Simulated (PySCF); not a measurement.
Simulation results for C2H6GeO

Computed with PySCF 2.14.0. Calculation on a computer-drawn molecule: optimised geometry and harmonic frequencies of an isolated molecule of the commonest isotopes, restricted reference for singlets and unrestricted otherwise, frozen core in MP2; on germanium a core potential holds 10 electrons, which the energies leave out, and 3d is frozen in MP2 and coupled-cluster steps.

```yaml
- formula: C2H6GeO
  start_structure:
    atoms_angstrom:
      - [C, 0.0998, 2.3195, 2.9609]
      - [Ge, -0.8072, 0.7054, 2.0911]
      - [C, -1.1645, 0.9788, 0.2128]
      - [O, -1.0974, -0.6578, 2.9125]
      - [H, -0.5408, 3.174, 2.8981]
      - [H, 0.3673, 2.1417, 4.0006]
      - [H, 1.0915, 2.5023, 2.4974]
      - [H, -1.7728, 1.7607, 0.0473]
      - [H, -0.1734, 1.1741, -0.3846]
      - [H, -1.5919, 0.053, -0.2035]
  given:
    charge: 0
    multiplicity: 1
    method: HF
    basis: cc-pVDZ
    basis_and_core_potential_on_germanium: "cc-pVDZ-PP ECP10MDF"
    drawn_bonds_atom: [1, 2, 2, 1, 1, 1, 3, 3, 3]
    drawn_bonds_other_atom: [2, 3, 4, 5, 6, 7, 8, 9, 10]
    drawn_bonds_order: [1, 1, 2, 1, 1, 1, 1, 1, 1]
  results:
    optimised_atom_element: [C, Ge, C, O, H, H, H, H, H, H]
    "optimised_atom_x [angstrom]": [0.1042, -0.7318, -1.118, -1.072, -0.5412, 0.2811, 1.054, -1.776, -0.1918, -1.597]
    "optimised_atom_y [angstrom]": [2.279, 0.7295, 0.9703, -0.6336, 3.155, 2.085, 2.498, 1.831, 1.161, 0.07625]
    "optimised_atom_z [angstrom]": [2.936, 2.112, 0.221, 2.922, 2.828, 3.993, 2.442, 0.08058, -0.3267, -0.1754]
    "modes_frequency [cm^-1]": [63.27, 81.49, 185.6, 210.9, 251.6, 601.5, 636.1, 759.1, 821.2, 831.9, 918.2, 1050, 1369, 1376, 1542, 1549, 1549, 1561, 3177, 3181, 3260, 3262, 3303, 3303]
    "modes_reduced_mass [dalton]": [1.016, 1.079, 2.577, 4.083, 5.726, 3.932, 3.915, 1.16, 1.256, 1.271, 1.303, 16.35, 1.243, 1.216, 1.051, 1.047, 1.058, 1.051, 1.034, 1.034, 1.101, 1.101, 1.103, 1.104]
    "rotational_constants [GHz]": [6.006, 5.602, 3.007]
    "total_energy [hartree]": -447.4413
    "convergence_status_largest_gradient_component [hartree/bohr]": 2.515e-05
```
